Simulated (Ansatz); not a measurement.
System: sum formula BeHCl, charge 0, multiplicity 1. 
Coordinates optimised at B3LYP-D3(BJ)/def2-TZVP (Ansatz, a first-principles code):
SMILES: [BeH][Cl]
```xyz
3

Be     0.0000     0.0000    -1.3353
H      0.0000     0.0000    -2.6579
Cl     0.0000     0.0000     0.4705
```
Charge 0, spin multiplicity 1.

Computed values are from Ansatz. Correlated levels leave the core frozen unless marked. UHF or UKS for open shells. Spin-orbit coupling is left out. Non-relativistic. CBS marks a two-point X^-3 extrapolation of the correlation energy; Hartree-Fock from the larger set.

Q: What is the total energy at CCSD(T)/CBS(def2-TZVPPD,def2-QZVPPD)?

A: -475.1260 Eh.

Q: What is the T1 diagnostic at CCSD/def2-QZVPPD?

A: 0.007.

Q: What is the atomisation energy De at CCSD(T)/CBS(def2-TZVPPD,def2-QZVPPD)?

A: 786.0 kJ/mol.

Q: What is the dipole moment at CCSD(T)/def2-SVPD?

A: 0.50 D.

Q: What is the vertical ionisation energy (to the doublet) at CCSD(T)/CBS(def2-TZVPPD,def2-QZVPPD)?

A: 12.71 eV.
